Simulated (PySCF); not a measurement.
**How the method moves the HOMO and LUMO of `C[NH][AlH2-][O+](C)C`**

C3H12AlNO.
Cartesian coordinates in Å at the PBE0-D3(BJ)/def2-SVP level; atoms count from 1:
```xyz
18
C3H12AlNO angstrom
C      2.1810   -0.8276    0.8999
N      1.7430    0.1822   -0.0269
Al     0.7194   -0.0142   -1.5011
O     -1.1839    0.2042   -0.8166
C     -1.6544   -0.8011    0.0654
C     -1.6239    1.5104   -0.4870
H      1.7933   -0.6920    1.9320
H      3.2833   -0.8977    0.9874
H      1.8372   -1.8216    0.5665
H      2.1416    1.0915    0.1844
H      0.7083    1.2576   -2.4746
H      0.5476   -1.5268   -2.0010
H     -1.2652   -1.7589   -0.3016
H     -2.7556   -0.8183    0.0556
H     -1.2891   -0.6199    1.0898
H     -1.2528    1.8034    0.5093
H     -1.2164    2.1887   -1.2464
H     -2.7244    1.5470   -0.5037
```

Basis pcSseg-1 throughout (PySCF), one geometry. Geometry: PBE0-D3(BJ)/def2-SVP, one conformer, isolated molecule.

Q: How do the orbital energies, the gap and the dipole change with the method?

A: 
```json
{"method": "BLYP", "kind": "GGA", "HOMO (eV)": "-4.36", "LUMO (eV)": "0.06", "gap (eV)": "4.42", "μ (D)": "4.69", "SCF cycles": "15"}
{"method": "OPBE", "kind": "GGA", "HOMO (eV)": "-4.45", "LUMO (eV)": "0.31", "gap (eV)": "4.76", "μ (D)": "4.69", "SCF cycles": "16"}
{"method": "B97-D", "kind": "GGA", "HOMO (eV)": "-4.48", "LUMO (eV)": "0.16", "gap (eV)": "4.64", "μ (D)": "4.75", "SCF cycles": "16"}
{"method": "PBE", "kind": "GGA", "HOMO (eV)": "-4.50", "LUMO (eV)": "0.00", "gap (eV)": "4.50", "μ (D)": "4.66", "SCF cycles": "15"}
{"method": "KT3", "kind": "GGA", "HOMO (eV)": "-4.58", "LUMO (eV)": "-0.05", "gap (eV)": "4.53", "μ (D)": "4.60", "SCF cycles": "16"}
{"method": "BP86", "kind": "GGA", "HOMO (eV)": "-4.60", "LUMO (eV)": "0.01", "gap (eV)": "4.61", "μ (D)": "4.70", "SCF cycles": "15"}
{"method": "KT2", "kind": "GGA", "HOMO (eV)": "-4.61", "LUMO (eV)": "-0.14", "gap (eV)": "4.47", "μ (D)": "4.57", "SCF cycles": "16"}
{"method": "LDA", "kind": "LDA", "HOMO (eV)": "-4.64", "LUMO (eV)": "-0.27", "gap (eV)": "4.37", "μ (D)": "4.65", "SCF cycles": "15"}
{"method": "B97-2", "kind": "global hybrid", "HOMO (eV)": "-5.55", "LUMO (eV)": "0.89", "gap (eV)": "6.44", "μ (D)": "4.80", "SCF cycles": "14"}
{"method": "B3LYP", "kind": "global hybrid", "HOMO (eV)": "-5.57", "LUMO (eV)": "0.57", "gap (eV)": "6.14", "μ (D)": "4.78", "SCF cycles": "13"}
{"method": "PBE0", "kind": "global hybrid", "HOMO (eV)": "-5.82", "LUMO (eV)": "0.85", "gap (eV)": "6.67", "μ (D)": "4.78", "SCF cycles": "13"}
{"method": "mPW1PW91", "kind": "global hybrid", "HOMO (eV)": "-5.85", "LUMO (eV)": "0.88", "gap (eV)": "6.73", "μ (D)": "4.80", "SCF cycles": "13"}
{"method": "BHandHLYP", "kind": "global hybrid", "HOMO (eV)": "-7.06", "LUMO (eV)": "1.58", "gap (eV)": "8.63", "μ (D)": "4.89", "SCF cycles": "12"}
{"method": "CAM-B3LYP", "kind": "range-separated hybrid", "HOMO (eV)": "-7.19", "LUMO (eV)": "1.72", "gap (eV)": "8.91", "μ (D)": "4.84", "SCF cycles": "12"}
{"method": "wB97X-D", "kind": "range-separated hybrid", "HOMO (eV)": "-7.69", "LUMO (eV)": "2.64", "gap (eV)": "10.33", "μ (D)": "4.84", "SCF cycles": "14"}
{"method": "LC-wPBE", "kind": "range-separated hybrid", "HOMO (eV)": "-8.59", "LUMO (eV)": "3.01", "gap (eV)": "11.61", "μ (D)": "4.91", "SCF cycles": "14"}
{"method": "HF", "kind": "Hartree–Fock", "HOMO (eV)": "-9.11", "LUMO (eV)": "3.72", "gap (eV)": "12.83", "μ (D)": "5.06", "SCF cycles": "10"}
```

The HOMO spans 4.75 eV, from BLYP down to HF, and the gap runs from 4.37 eV (LDA) to 12.83 eV (HF). Over the methods BLYP (0 %), OPBE (0 %), B97-D (0 %), PBE (0 %), KT3 (0 %), BP86 (0 %), KT2 (0 %), LDA (0 %), B97-2 (21 %), B3LYP (20 %), PBE0 (25 %), mPW1PW91 (25 %), BHandHLYP (50 %), HF (100 %), a straight line through the gap against the share of exact exchange rises by 0.83 eV for each 10 % (correlation coefficient 0.999). The dipole ranges from 4.57 D (KT2) to 5.06 D (HF). This basis has no diffuse functions.

The vertical ΔSCF ionisation energy at CAM-B3LYP/def2-SVPD is 8.09 eV; −ε(HOMO) comes closest to it with wB97X-D (7.69 eV).
